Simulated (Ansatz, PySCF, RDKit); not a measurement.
Dimer: SiH4 (SMILES [SiH4]) (first 5 atoms) with SiH4 (SMILES [SiH4]); geometry from B3LYP-D3(BJ)/def2-TZVP, rigid monomers moved along the line of their centres of mass till Si1···Si6 is 3.62 Å.
(charge 0, multiplicity 1):
```json
[
 {"atom": "Si", "x (Å)": "0.0175", "y (Å)": "-0.1676", "z (Å)": "-0.1015"},
 {"atom": "H", "x (Å)": "1.0688", "y (Å)": "0.8735", "z (Å)": "-0.0874"},
 {"atom": "H", "x (Å)": "-1.0763", "y (Å)": "0.2254", "z (Å)": "0.8156"},
 {"atom": "H", "x (Å)": "0.5898", "y (Å)": "-1.4580", "z (Å)": "0.3420"},
 {"atom": "H", "x (Å)": "-0.5213", "y (Å)": "-0.3092", "z (Å)": "-1.4734"},
 {"atom": "Si", "x (Å)": "-0.0139", "y (Å)": "0.1334", "z (Å)": "3.5018"},
 {"atom": "H", "x (Å)": "-0.8203", "y (Å)": "-1.0831", "z (Å)": "3.2588"},
 {"atom": "H", "x (Å)": "1.1214", "y (Å)": "0.1674", "z (Å)": "2.5522"},
 {"atom": "H", "x (Å)": "0.5075", "y (Å)": "0.1141", "z (Å)": "4.8875"},
 {"atom": "H", "x (Å)": "-0.8548", "y (Å)": "1.3350", "z (Å)": "3.3058"}
]
```

Interaction energies are E(AB) − E(A) − E(B) at the monomers' geometry in the complex; basis-set methods are counterpoise corrected. Rows marked so take none.

Rows in LANL2DZ carry no dispersion term and start afresh at each structure. LANL2DZ brings its own core potentials from Na on.

Codes used: Ansatz (Gaussian orbitals); PySCF for LANL2DZ rows, the dispersion terms; RDKit for the force fields. Values without a source in brackets are computed.

Estimate the interaction energy that r2SCAN-D4/def2-TZVPPD returns for this input.

-0.2 kcal/mol

What is the computed interaction energy (MMFF94)?

7.5 kcal/mol

Give the interaction energy at the level B3LYP/LANL2DZ (no counterpoise).

3.1 kcal/mol

Ansatz is a quantum-chemistry and plane-wave program.
